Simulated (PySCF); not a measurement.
**Electron correlation in Ni¹¹⁺ (nickel, charge +11)**

[Ne] 3s2 3p5, 2P determinant. Computed with PySCF 2.14 in an even-tempered Gaussian basis (19 s from 0.59 bohr⁻², ratio 2.5; 12 p from 0.76 bohr⁻², ratio 2.5; 5 d from 5.6 bohr⁻², ratio 2.7; 4 f from 8.4 bohr⁻², ratio 2.7), with scalar relativity by spin-free X2C-1e. Frozen: 1s2; 15 electrons correlated; the 22 highest virtual orbitals of each spin left out.

```tsv
level	correlation energy (mhartree)
CCSD	-567.12
(T)	-3.32
CCSD(T)	-570.44
```

Diagnostics: T1 = 0.0021, D1 = 0.0084, largest double amplitude 0.036.

Cost of the coupled-cluster step: roughly 70 core-seconds, for 15 correlated electrons.

Iterations:

```
CC2 = 0
CCSD nocc = (np.int64(8), np.int64(7)), nmo = (85, 85)
frozen orbitals [[0, 86, 87, 88, 89, 90, 91, 92, 93, 94, 95, 96, 97, 98, 99, 100, 101, 102, 103, 104, 105, 106, 107], [0, 86, 87, 88, 89, 90, 91, 92, 93, 94, 95, 96, 97, 98, 99, 100, 101, 102, 103, 104, 105, 106, 107]]
max_cycle = 100
direct = 0
conv_tol = 1e-08
conv_tol_normt = 1e-06
diis_space = 8
diis_start_cycle = 0
Init t2, MP2 energy = -0.551673209634421
Init E_corr(UCCSD) = -0.551673209635039
cycle = 1  E_corr(UCCSD) = -0.563134970271717  dE = -0.0114617606  norm(t1,t2) = 0.016861
cycle = 2  E_corr(UCCSD) = -0.566289638211926  dE = -0.00315466794  norm(t1,t2) = 0.00429223
cycle = 3  E_corr(UCCSD) = -0.567138586552697  dE = -0.000848948341  norm(t1,t2) = 0.00128607
cycle = 4  E_corr(UCCSD) = -0.567127172244889  dE = 1.14143078e-05  norm(t1,t2) = 9.90221e-05
cycle = 5  E_corr(UCCSD) = -0.567123973764498  dE = 3.19848039e-06  norm(t1,t2) = 1.05122e-05
cycle = 6  E_corr(UCCSD) = -0.567124509342966  dE = -5.35578468e-07  norm(t1,t2) = 2.30575e-06
cycle = 7  E_corr(UCCSD) = -0.567124481106632  dE = 2.82363338e-08  norm(t1,t2) = 1.70789e-07
cycle = 8  E_corr(UCCSD) = -0.567124480236361  dE = 8.7027141e-10  norm(t1,t2) = 2.79267e-08
UCCSD converged
E(UCCSD) = -1471.25537368363  E_corr = -0.5671244802363609
UCCSD(T) correction = -0.00331811143279426
```
